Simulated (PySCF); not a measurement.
A family of related molecules: cyclic III–V and III–VI dimers. All species are isolated molecules in the gas phase. Strings in code marks are SMILES.

Calculation: PBE-D3(BJ)/def2-TZVP // CAM-B3LYP-D3(BJ)/def2-SVP run with PySCF. All candidates: neutral, multiplicity 1. Delta-SCF ions had no search for a lower state. Excitations are Tamm–Dancoff values on a coarser integration grid. The basis has no diffuse functions, so Rydberg states are missing or too high.

- dipole moment: 0.00 D
- vertical ionisation energy (Delta-SCF): 8.02 eV
- T1 excitation (TDA): 3.80 eV

Problem. Say which member has these values.
(A) `[SeH+]1[InH2-][SeH+][InH2-]1`
(B) `[InH2-]1[SbH2+][InH2-][SbH2+]1`
(C) `[AlH2-]1[SH+][AlH2-][SH+]1`
(D) `[GaH2-]1[SeH+][GaH2-][SeH+]1`

Solution. B, `[InH2-]1[SbH2+][InH2-][SbH2+]1`. The others give `[GaH2-]1[SeH+][GaH2-][SeH+]1`: 0.05 D, 9.06 eV, 4.99 eV; `[SeH+]1[InH2-][SeH+][InH2-]1`: 1.02 D, 8.81 eV, 4.71 eV; `[AlH2-]1[SH+][AlH2-][SH+]1`: 0.01 D, 9.45 eV, 5.54 eV
